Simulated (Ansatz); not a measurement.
`C[Se][GaH2]` + `C=O` → `O=[CH][GaH2]` + `C[SeH]` at 298.15 K and 1 bar (formal exchange of groups at a Ga–Se bond).

Gas-phase electronic energies from Ansatz, PBE0-D4/def2-TZVP geometries. CCSD(T)/CBS is the MP2 limit (def2-TZVPP, def2-QZVPP) plus CCSD(T) − MP2 in def2-TZVPP, frozen cores. This one scheme is used for every species. For Ga, Se outer-core shells are correlated without core-valence functions, which leaves a few kJ/mol of doubt a bond. Scalar relativity is left out up to krypton.

```
       species  CCSD(T)/CBS energy (Eh)  H − E (kJ/mol)  S (J/(mol·K))
 `C[Se][GaH2]`              -4365.72567           153.6          336.2
         `C=O`               -114.39408            80.1          218.6
`O=[CH][GaH2]`              -2038.90941            95.1          301.2
      `C[SeH]`              -2441.15625           129.5          267.5
```

H − E and S are ideal-gas, rigid-rotor, harmonic terms from PBE0-D4/def2-TZVP. 1 Eh = 2625.50 kJ/mol, R = 8.31446 J/(mol·K).

Question: By hand: ΔE, ΔH, ΔS and ΔG.

Answer: ΔE = (-2038.90941) + (-2441.15625) − (-4365.72567) − (-114.39408) = 0.05409 Eh = 142.0 kJ/mol. Δ(H − E) = 95.1 + 129.5 − 153.6 − 80.1 = -9.1, so ΔH = 132.9 kJ/mol. ΔS = 301.2 + 267.5 − 336.2 − 218.6 = 13.9 J/(mol·K). ΔG = 132.9 − 298.15 × (13.9)/1000 = 128.8 kJ/mol.

Question: By hand: the equilibrium constant, and the temperature at which ΔG would vanish if ΔH and ΔS stayed fixed.

Answer: log₁₀ K = −ΔG/(RT ln 10) = -22.6. ΔG = 0 at ΔH/ΔS = 9561 K, far beyond where these terms or the molecules hold.

The number of gas molecules stays the same, so ΔS is small and ΔH decides. A doubt of 5 kJ/mol in ΔE shifts log₁₀ K by 0.9 here. These are equilibria of isolated gas molecules and say nothing of rates. Largest T1 diagnostic: 0.017 (customary marks: 0.02 for closed shells, 0.045 for open ones).
